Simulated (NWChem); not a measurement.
# CH4OSi; SMILES O=C[SiH3]

```xyz
7

O     -0.3320    -1.6826     0.0000
C      0.4867    -0.7986     0.0000
Si    -0.0808     1.0545     0.0000
H      1.5856    -1.0474     0.0000
H     -0.9082     1.2820     1.2198
H     -0.9082     1.2820    -1.2198
H      1.0978     1.9723     0.0000
```
Atoms are numbered in this order, from 1.

Results from NWChem. Coordinates come from a PBE0/def2-SVP optimisation. Ions are spin-unrestricted doublets at the neutral geometry; other ion states weren't tried.

Task: Taking PBE0/def2-TZVPP as the yardstick, which of these has the fewest basis functions while keeping “vertical ionisation energy, ΔSCF (eV)” within 0.2 eV of it: PBE0/STO-3G; PBE0/def2-TZVPD; PBE0/def2-SVPD; PBE0/def2-SVP; PBE0/def2-TZVP?

Result: PBE0/def2-SVP.
```tsv
level	basis functions	vertical ionisation energy, ΔSCF (eV)	relative time (rough)
PBE0/STO-3G	23	7.16	1
PBE0/def2-SVP	66	9.55	3
PBE0/def2-SVPD	99	9.64	7
PBE0/def2-TZVP	123	9.56	10
PBE0/def2-TZVPD	156	9.57	30
PBE0/def2-TZVPP	160	9.56	20
```

The yardstick is one finite set, not the basis-set limit.
